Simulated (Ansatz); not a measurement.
Program: Ansatz. Geometries: PBE0-D4/def2-TZVP. ΔE: electronic, gas phase. CBS: MP2 limit from def2 TZ/QZ plus the TZ coupled-cluster correction, frozen cores. This one scheme is used for every species. Functionals use def2-TZVPP. B3LYP here is the variant with VWN-RPA as its local correlation; programs differ in this. Each species was taken in one conformer, which may not be the lowest.

`BCS` + `CNCF` → `BN(C)CF` + CH₃SH  (ligand exchange at a B–C bond)

`BCS`:

Cartesian coordinates in Å:
```
B -0.700 -0.408 -0.658
C 0.649 0.074 -0.072
S 0.656 1.003 1.483
H -1.723 -0.360 -0.038
H -0.703 -0.886 -1.756
H 1.197 0.653 -0.823
H 1.243 -0.848 0.045
H -0.622 0.772 1.819
```

`CNCF`:

Cartesian coordinates in Å:
```
C 0.707 0.740 -0.675
N -0.143 -0.421 -0.510
C -0.499 -0.748 0.801
F -1.268 0.246 1.444
H 0.239 1.680 -0.359
H 1.618 0.601 -0.087
H 1.001 0.830 -1.722
H -0.944 -0.401 -1.125
H 0.396 -0.871 1.416
H -1.106 -1.655 0.816
```

`BN(C)CF`:

```xyz
12

B    -0.534    1.215    0.866
N    -0.063    0.164    0.083
C     1.345   -0.083   -0.174
C    -0.940   -0.777   -0.520
F    -0.802   -2.024    0.067
H     0.251    1.982    1.340
H    -1.714    1.323    1.030
H     1.550   -0.062   -1.249
H     1.941    0.686    0.314
H     1.643   -1.061    0.212
H    -0.704   -0.910   -1.582
H    -1.972   -0.453   -0.387
```

CH₃SH:

```xyz
6

C    -0.408   -0.089   -0.259
S     1.086   -0.537    0.652
H    -1.121    0.436    0.376
H    -0.858   -1.027   -0.584
H    -0.175    0.508   -1.140
H     1.476    0.710    0.955
```

```json
{"level": "PBE-D4", "ΔE (kJ/mol)": "-141.8", "difference from CCSD(T)/CBS": "3.6"}
{"level": "r2SCAN-D4", "ΔE (kJ/mol)": "-142.8", "difference from CCSD(T)/CBS": "2.6"}
{"level": "PBE0-D4", "ΔE (kJ/mol)": "-141.5", "difference from CCSD(T)/CBS": "3.9"}
{"level": "B3LYP-D4", "ΔE (kJ/mol)": "-144.8", "difference from CCSD(T)/CBS": "0.6"}
{"level": "ωB97X-V", "ΔE (kJ/mol)": "-140.7", "difference from CCSD(T)/CBS": "4.7"}
{"level": "ωB97M-V", "ΔE (kJ/mol)": "-142.9", "difference from CCSD(T)/CBS": "2.5"}
{"level": "B2PLYP", "ΔE (kJ/mol)": "-146.0", "difference from CCSD(T)/CBS": "-0.6"}
{"level": "PBE", "ΔE (kJ/mol)": "-140.7", "difference from CCSD(T)/CBS": "4.7"}
{"level": "r2SCAN", "ΔE (kJ/mol)": "-142.4", "difference from CCSD(T)/CBS": "3.0"}
{"level": "PBE0", "ΔE (kJ/mol)": "-140.5", "difference from CCSD(T)/CBS": "4.9"}
{"level": "B3LYP", "ΔE (kJ/mol)": "-143.1", "difference from CCSD(T)/CBS": "2.3"}
{"level": "HF/def2-TZVPP", "ΔE (kJ/mol)": "-137.9", "difference from CCSD(T)/CBS": "7.5"}
{"level": "MP2/def2-TZVPP", "ΔE (kJ/mol)": "-149.6", "difference from CCSD(T)/CBS": "-4.2"}
{"level": "SCS-MP2/def2-TZVPP", "ΔE (kJ/mol)": "-148.4", "difference from CCSD(T)/CBS": "-3.0"}
{"level": "CCSD/def2-TZVPP", "ΔE (kJ/mol)": "-146.1", "difference from CCSD(T)/CBS": "-0.7"}
{"level": "CCSD(T)/def2-TZVPP", "ΔE (kJ/mol)": "-148.3", "difference from CCSD(T)/CBS": "-2.9"}
{"level": "HF/def2-QZVPP", "ΔE (kJ/mol)": "-138.0", "difference from CCSD(T)/CBS": "7.4"}
{"level": "MP2/def2-QZVPP", "ΔE (kJ/mol)": "-147.9", "difference from CCSD(T)/CBS": "-2.5"}
{"level": "SCS-MP2/def2-QZVPP", "ΔE (kJ/mol)": "-146.9", "difference from CCSD(T)/CBS": "-1.5"}
{"level": "HF/CBS(def2)", "ΔE (kJ/mol)": "-138.0", "difference from CCSD(T)/CBS": "7.4"}
{"level": "MP2/CBS(def2)", "ΔE (kJ/mol)": "-146.7", "difference from CCSD(T)/CBS": "-1.3"}
{"level": "CCSD/CBS(def2)", "ΔE (kJ/mol)": "-143.2", "difference from CCSD(T)/CBS": "2.2"}
{"level": "CCSD(T)/CBS", "ΔE (kJ/mol)": "-145.4", "difference from CCSD(T)/CBS": "0"}
```

Largest T1 diagnostic among the species: 0.012.

In def2-TZVPP, CCSD(T) changes the Hartree–Fock value by −10.4 kJ/mol (the triples alone add −2.2 kJ/mol) and MP2 by −11.6 kJ/mol.
